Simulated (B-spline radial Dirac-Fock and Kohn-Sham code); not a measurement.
# Pb²⁷⁺: eigenvalues, ΔSCF and the reference

System: the Pb²⁷⁺ ion in the configuration [Kr] 4d10 4f9.

The density-functional columns are spherical, spin-unpolarised Dirac-Kohn-Sham results without Breit or QED terms: −ε is minus the orbital energy of the initial state and ΔSCF the difference of two total energies. The reference in the last column comes from Dirac-Fock energy differences between relaxed states, corrected for Breit and QED terms. All numbers are from a radial finite-basis atomic code, in eV; a selection of levels is shown. For the 1s level of heavy atoms much of the gap between ΔSCF and the reference is the Breit and QED part, -494.0 eV here; for other levels the error of the functional can be larger.

```tsv
level	LDA −ε	LDA ΔSCF	Dirac-Fock
K (1s)	88695.5	89355.9	88872.0
L1 (2s)	16543.0	16680.4	16733.4
L2 (2p1/2)	15933.0	16106.3	16066.4
L3 (2p3/2)	13745.2	13891.2	13901.3
M1 (3s)	4599.9	4651.5	4711.6
M2 (3p1/2)	4322.8	4377.5	4414.2
M3 (3p3/2)	3832.8	3882.8	3923.8
M4 (3d3/2)	3373.8	3431.3	3442.2
M5 (3d5/2)	3269.3	3325.2	3339.6
N1 (4s)	1638.5	1666.6	1699.3
N2 (4p1/2)	1517.5	1545.7	1569.0
N3 (4p3/2)	1388.5	1415.0	1439.5
N4 (4d3/2)	1190.1	1216.7	1226.0
N5 (4d5/2)	1164.8	1191.0	1200.9
N6,7 (4f)	906.2	933.2	931.4
```

Values without a named source are computed, but for edge energies of neutral atoms, which are taken from tables.
